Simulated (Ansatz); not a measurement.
Ansatz (an electronic-structure program) input for SbH₂Cl, SMILES [Cl][SbH2], PBE0-D3(BJ)/def2-TZVP. 

Ansatz 0.2 input:
```yaml
crystal:
  periodic: [false, false, false]
  atoms:
    - {symbol: Sb, position_ang: [0.04797488, 0.56513294, -0.00000000]}
    - {symbol: H, position_ang: [-1.17573910, 0.65983431, 1.18019427]}
    - {symbol: H, position_ang: [-1.17573922, 0.65983430, -1.18019415]}
    - {symbol: Cl, position_ang: [-0.00560240, -1.77302639, 0.00000000]}
basis:
  gaussian:
    orbitals: def2-TZVP
hamiltonian:
  xc: pbe0
  dispersion: d3bj
relax: {f_tol: 0.002, max_steps: 200}
```

It prints:

```
WARN ansatz: RAYON_NUM_THREADS=1 ignored (pool sized by the plan → 1); use --threads N
Functional definition: PBE0
integrals: 0.03 GiB planned
797 factors; their error is unknown
mean field: 0.29 GiB planned
mean field evaluation 1: about -19089.0964 eV, gradient 1.4e1 eV
mean field evaluation 2: about -19088.9474 eV, gradient 1.7e1 eV
mean field evaluation 4: about -19089.6572 eV, gradient 7.0e-1 eV
mean field evaluation 8: about -19089.8704 eV, gradient 4.9e-1 eV
mean field evaluation 16: about -19089.8706 eV, gradient 3.6e-5 eV
mean field -19089.87059291 eV, -701.5398047104 hartree, gradient 3.6e-5 eV, S^2 0.000000; 0 other end points of the search recorded, 0 dependent functions left out
the calculation of the forces begins
reference -19089.87061958 eV, -701.5398056905 hartree; 21, 21 occupied and 78, 78 virtual orbitals, 797 factors
relax step   1: F+E_penalty+E_count = -19089.94159241 eV  Δ(F+E_penalty+E_count) = +0.000e0 eV  max|allowed force component| = 3.059e-1 eV/Å  Δτ_max = 0.0000 Å  (28 SCF iters, accepted)
these checks for a lower state are left out or cut short: starts, cluster_reference, orbital_swaps, neighbouring_geometries, increment
integrals: 0.03 GiB planned
797 factors; their error is unknown
mean field: 0.29 GiB planned
mean field -19089.84994848 eV, -701.5390460417 hartree, gradient 1.0e-5 eV, S^2 0.000000; 0 other end points of the search recorded, 0 dependent functions left out
the calculation of the forces begins
reference -19089.84997543 eV, -701.5390470321 hartree; 21, 21 occupied and 78, 78 virtual orbitals, 797 factors
relax step   2: F+E_penalty+E_count = -19089.91986968 eV  Δ(F+E_penalty+E_count) = +2.172e-2 eV  max|allowed force component| = 2.605e-1 eV/Å  Δτ_max = 0.1096 Å  (31 SCF iters, rejected (line search))
these checks for a lower state are left out or cut short: starts, cluster_reference, orbital_swaps, neighbouring_geometries, increment
integrals: 0.03 GiB planned
797 factors; their error is unknown
mean field: 0.29 GiB planned
mean field evaluation 32: about -19089.8860 eV, gradient 6.6e-6 eV
mean field -19089.88603760 eV, -701.5403722923 hartree, gradient 6.6e-6 eV, S^2 0.000000; 0 other end points of the search recorded, 0 dependent functions left out
the calculation of the forces begins
reference -19089.88606439 eV, -701.5403732769 hartree; 21, 21 occupied and 78, 78 virtual orbitals, 797 factors
relax step   3: F+E_penalty+E_count = -19089.95660461 eV  Δ(F+E_penalty+E_count) = -1.501e-2 eV  max|allowed force component| = 1.710e-2 eV/Å  Δτ_max = 0.0423 Å  (32 SCF iters, accepted)
these checks for a lower state are left out or cut short: starts, cluster_reference, orbital_swaps, neighbouring_geometries, increment
integrals: 0.03 GiB planned
797 factors; their error is unknown
mean field: 0.29 GiB planned
mean field -19089.88604913 eV, -701.5403727160 hartree, gradient 6.8e-6 eV, S^2 0.000000; 0 other end points of the search recorded, 0 dependent functions left out
the calculation of the forces begins
reference -19089.88607592 eV, -701.5403737006 hartree; 21, 21 occupied and 78, 78 virtual orbitals, 797 factors
relax step   4: F+E_penalty+E_count = -19089.95662159 eV  Δ(F+E_penalty+E_count) = -1.698e-5 eV  max|allowed force component| = 5.895e-3 eV/Å  Δτ_max = 0.0008 Å  (32 SCF iters, accepted)
these checks for a lower state are left out or cut short: starts, cluster_reference, orbital_swaps, neighbouring_geometries, increment
integrals: 0.03 GiB planned
797 factors; their error is unknown
mean field: 0.29 GiB planned
mean field -19089.88604975 eV, -701.5403727388 hartree, gradient 6.8e-6 eV, S^2 0.000000; 0 other end points of the search recorded, 0 dependent functions left out
the calculation of the forces begins
reference -19089.88607654 eV, -701.5403737234 hartree; 21, 21 occupied and 78, 78 virtual orbitals, 797 factors
relax step   5: F+E_penalty+E_count = -19089.95662298 eV  Δ(F+E_penalty+E_count) = -1.388e-6 eV  max|allowed force component| = 3.570e-4 eV/Å  Δτ_max = 0.0004 Å  (33 SCF iters, accepted)
integrals: 0.03 GiB planned
797 factors; their error is unknown
mean field: 0.29 GiB planned
mean field evaluation 64: about -19089.6738 eV, gradient 3.7e-2 eV
mean field -19089.88604975 eV, -701.5403727388 hartree, gradient 6.8e-6 eV, S^2 0.000000; 1 other end points of the search recorded, 0 dependent functions left out
the calculation of the forces begins
reference -19089.88607654 eV, -701.5403737234 hartree; 21, 21 occupied and 78, 78 virtual orbitals, 797 factors
Total energy: -19089.95664977 eV, -701.5429672416 hartree
Atom 0 at     0.024226     0.549961     0.000000 Å, force     0.000186     0.000350     0.000000 eV/Å
Atom 1 at    -1.175902     0.683815     1.214233 Å, force    -0.000089     0.000003     0.000124 eV/Å
Atom 2 at    -1.175902     0.683815    -1.214233 Å, force    -0.000089     0.000003    -0.000124 eV/Å
Atom 3 at     0.018471    -1.805816    -0.000000 Å, force    -0.000008    -0.000357    -0.000000 eV/Å
Dipole moment:     0.025884     0.503924    -0.000000 e Å
```

The calculation finished and met its thresholds.
